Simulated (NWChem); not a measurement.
Molecule: C₂H₄O₂Si; SMILES O=C1C[SiH2]O1

```xyz
9

O      0.1043     2.1123     0.0000
C      0.0143     0.9280     0.0000
C     -1.2191     0.0088     0.0000
Si     0.0723    -1.3538     0.0000
O      1.0705     0.0585     0.0000
H     -1.8433     0.1529    -0.8938
H     -1.8433     0.1529     0.8938
H      0.2524    -2.1702    -1.2275
H      0.2524    -2.1702     1.2275
```
Atoms are numbered in this order, from 1.

Structure relaxed at the PBE0/def2-SVP level.

Symmetry labels are those of Cs in the frame above (b1 and b2, or b-type labels, depend on it).

**Question.** List the 6 lowest vertical singlet excitations from B3LYP/6-31+G* (spherical d), TDA (NWChem).

**Answer.** 
```tsv
state	energy (eV)	oscillator strength	symmetry	leading excitation (squared amplitude)
S1	5.77	0.000	a"	HOMO → LUMO+1 (0.97)
S2	6.24	0.080	a'	HOMO → LUMO (0.94)
S3	6.70	0.014	a'	HOMO → LUMO+2 (0.97)
S4	6.91	0.001	a"	HOMO−1 → LUMO (0.98)
S5	7.21	0.007	a'	HOMO → LUMO+3 (0.91)
S6	7.39	0.037	a'	HOMO−2 → LUMO (0.90)
```
